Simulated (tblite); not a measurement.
C6H8F3P.
Atom-mapped SMILES: `[CH:1]#[C:2][P:3]([CH3:4])[CH2:5][CH2:6][C:7]([F:8])([F:9])[F:10]` (hydrogens: H11 on C1; H12, H13, H14 on C4; H15, H16 on C5; H17, H18 on C6)

Structure used (GFN2-xTB), in Å, numbered top down from 1:
```xyz
18
C6H8F3P angstrom
C      2.2859    1.5273    1.3448
C      1.9080    0.7122    0.5459
P      1.4439   -0.6062   -0.5410
C      1.6897    0.3000   -2.1401
C     -0.4105   -0.3430   -0.4044
C     -0.9136   -0.7840    0.9665
C     -2.4125   -0.6014    1.0811
F     -2.7890    0.6773    0.9221
F     -3.0882   -1.3103    0.1626
F     -2.8815   -0.9880    2.2786
H      2.5993    2.2725    2.0171
H      1.2630   -0.2878   -2.9516
H      1.2243    1.2840   -2.1149
H      2.7579    0.4122   -2.3188
H     -0.6539    0.7104   -0.5726
H     -0.8923   -0.9386   -1.1855
H     -0.6950   -1.8392    1.1434
H     -0.4442   -0.1909    1.7554
```

Level: GFN2-xTB in tblite, geometry and Hessian alike; calculated harmonic values, unscaled, isolated species. The method is semi-empirical: single wavenumbers can be off by several per cent or more. One conformer, not necessarily the lowest.

Harmonic wavenumbers (cm⁻¹): 30.0, 42.7, 86.2, 101.9, 135.6, 149.0, 171.8, 202.9, 236.5, 328.9, 346.4, 361.7, 382.8, 475.8, 498.7, 578.1, 645.8, 658.5, 667.9, 724.4, 733.8, 764.1, 820.7, 883.0, 886.8, 924.0, 1020.3, 1055.9, 1076.9, 1162.5, 1187.7, 1212.9, 1244.8, 1316.0, 1321.7, 1436.8, 1443.4, 1445.6, 1453.3, 2196.7, 2945.1, 2958.3, 2984.1, 2991.9, 3000.6, 3010.2, 3018.3, 3364.7.

A = 1986, B = 547.5, C = 487.8 MHz; mass 168.032 u (most abundant isotopes); point group C1, symmetry number 1.

**Question.** Zero-point energy?

**Answer.** Half the sum of the wavenumbers: 27343 cm⁻¹ = 78.18 kcal/mol.

**Question.** Entropy at 400 K, 1 bar (ideal gas, RRHO, classical rotation)?

**Answer.** Translation 42.75, rotation 31.66, vibration 51.59: S = 126.0 cal/(mol K).

**Question.** And Cp and H(400 K) − H(0)?

**Answer.** Cp = 53.92 cal/(mol K), of which vibrations give 45.98 (their classical limit is 48 R = 95.4); H(400 K) − H(0) = 13.30 kcal/mol without the zero-point energy, 10.12 from vibrations.

**Question.** How do the functions run with temperature in this model?

**Answer.** 
```tsv
T (K)	S (cal/(mol K))	Cp (cal/(mol K))	H − H(0) (kcal/mol)	G − H(0) (kcal/mol)	ln q(vib)
150	86.9	28.6	2.82	-10.22	4.76
250	104.1	39.6	6.24	-19.80	8.29
298.15	111.5	44.6	8.26	-24.99	9.92
600	150.6	67.1	25.50	-64.84	19.31
900	180.2	79.0	47.57	-114.63	27.41
```

q(vib) and H(0) count from the zero-point level.

**Question.** What must be added to the electronic energy to get the Gibbs energy at 400 K and 1 bar?

**Answer.** ZPE + [H(400 K) − H(0)] − T·S = 78.18 + 13.30 − 50.40 = 41.08 kcal/mol.

Hindered rotation and anharmonicity are outside this model. Other conformers, if any are populated, would add a mixing term that is left out. The structure is chiral; the term R ln 2 for an equal mix with its mirror image is left out.

Hardware: one thread, Arm Neoverse V2 (aarch64), shared host with 32 logical CPUs at a one-minute load of 21. Cost: 0.6 s. The figure is for the frequency step alone.
